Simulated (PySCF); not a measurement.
Isomers of C4H7F3OS, mass 160.017 u with the commonest isotopes. Theory: PySCF, PBE0-D3(BJ)/def2-SVP geometry optimisation, gas phase. One conformer each, none proved a minimum here; rigid rotors.

**Question.** Order these by radius of gyration √(Σ m r²/M), smallest first.
A. `[CH3:1][CH2:2][S@:3](=[O:4])[CH2:5][C:6]([F:7])([F:8])[F:9]` with C1–C2–S3–O4 -64°, C2–S3–C5–C6 -86°
B. `[CH3:1][S:2][C@H:3]([CH3:4])[O:5][C:6]([F:7])([F:8])[F:9]` with C1–S2–C3–C4 60°, S2–C3–O5–C6 -94°
C. `[CH3:1][S@@:2](=[O:3])[CH2:4][CH2:5][C:6]([F:7])([F:8])[F:9]` with C1–S2–C4–C5 -163°, S2–C4–C5–C6 175°

**Answer.** B (2.109 Å), A (2.201 Å), C (2.406 Å).

**Question.** Order these by rotational constant A, smallest first.
A. `[CH3:1][S@@:2](=[O:3])[CH2:4][CH2:5][C:6]([F:7])([F:8])[F:9]` with C1–S2–C4–C5 -163°, S2–C4–C5–C6 175°
B. `[CH3:1][S:2][C@H:3]([CH3:4])[O:5][C:6]([F:7])([F:8])[F:9]` with C1–S2–C3–C4 60°, S2–C3–O5–C6 -94°
C. `[CH3:1][CH2:2][S@:3](=[O:4])[CH2:5][C:6]([F:7])([F:8])[F:9]` with C1–C2–S3–O4 -64°, C2–S3–C5–C6 -86°

**Answer.** B (2251 MHz), C (2545 MHz), A (3018 MHz).

**Question.** Order these by rotational constant C, smallest first.
A. `[CH3:1][CH2:2][S@:3](=[O:4])[CH2:5][C:6]([F:7])([F:8])[F:9]` with C1–C2–S3–O4 -64°, C2–S3–C5–C6 -86°
B. `[CH3:1][S:2][C@H:3]([CH3:4])[O:5][C:6]([F:7])([F:8])[F:9]` with C1–S2–C3–C4 60°, S2–C3–O5–C6 -94°
C. `[CH3:1][S@@:2](=[O:3])[CH2:4][CH2:5][C:6]([F:7])([F:8])[F:9]` with C1–S2–C4–C5 -163°, S2–C4–C5–C6 175°

**Answer.** C (584.2 MHz), A (703.5 MHz), B (802.8 MHz).

| SMILES | point group | Ia (u·Å²) | Ib (u·Å²) | Ic (u·Å²) | κ | μa (D) | μb (D) | μc (D) |
| --- | --- | --- | --- | --- | --- | --- | --- | --- |
| CS[C@H](C)OC(F)(F)F | C1 | 224.50 | 569.78 | 629.53 | -0.88 | 1.93 | 1.38 | 0.64 |
| CC[S@](=O)CC(F)(F)F | C1 | 198.56 | 633.49 | 718.41 | -0.90 | 0.28 | 2.30 | 0.72 |
| C[S@@](=O)CCC(F)(F)F | C1 | 167.43 | 819.43 | 865.01 | -0.97 | 1.54 | 3.13 | 1.11 |
